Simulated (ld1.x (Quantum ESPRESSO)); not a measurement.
## Pseudopotential generation for Se: PAW, PBEsol, scalar-relativistic.

```
Element                 : selenium (Se)
Generator               : ld1.x (Quantum ESPRESSO) 7.5
Type                    : PAW
Functional              : PBEsol
Relativity              : scalar-relativistic
Frozen core             : [Ar]
Valence charge          : 16
Reference configuration : 3d10 4s1.75 4p4.25
Partial waves           : 4s (bound): rcut 1.05, rcutus 1.30 bohr; 4s channel at 0.55 Ry: rcut 1.05, rcutus 1.30 bohr; 4p (bound): rcut 1.30, rcutus 1.80 bohr; 4p channel at 3.65 Ry: rcut 1.30, rcutus 1.80 bohr; 3d (bound): rcut 0.85, rcutus 0.90 bohr; 3d channel at -3.45 Ry: rcut 0.85, rcutus 0.90 bohr
Local potential         : all-electron potential smoothed inside 1.15 bohr (lloc = -2)
Core correction         : Bessel-smoothed model core, default radius (core density twice the valence density)
Augmentation charge     : PSQ, inside the norm-conserving radii
```

All-electron outer shells of the reference configuration (PBEsol, scalar-relativistic, ld1.x):

```tsv
shell	level (eV)	outermost node (bohr)	outermost maximum (bohr)
3s	-213.51	0.24	0.50
3p	-153.17	0.21	0.50
3d	-53.52	–	0.45
4s	-17.50	0.70	1.51
4p	-6.67	0.74	1.80
```

Results:

| Item | Value |
| --- | --- |
| Cutoffs needed | 200 Ry and over 300 Ry (the cutoffs (Ry, on a coarse ladder) from which the occupation-weighted sum of valence levels, in a spherical-Bessel basis at the reference potential, stays within 10 and 1 mRy of its value at 400 Ry) |
| Ghost test | ghost state, extra bound levels that the all-electron valence spectrum of the same l lacks: s at -34.3 eV; a true bound ghost makes a file unfit for plane-wave use (spherical-Bessel basis up to 400 Ry, 20 bohr box) |
| Largest excitation error | -28 meV (all-electron minus pseudo) for 3d10 4s2 4p0, out of 7 test configurations |
| Lowest eigenvalue of the overlap operator | 0.58 (p channel) |
| Density cutoff estimated by the generator | 587 Ry |

Generation and tests took about 3 s on one core of a shared server CPU.
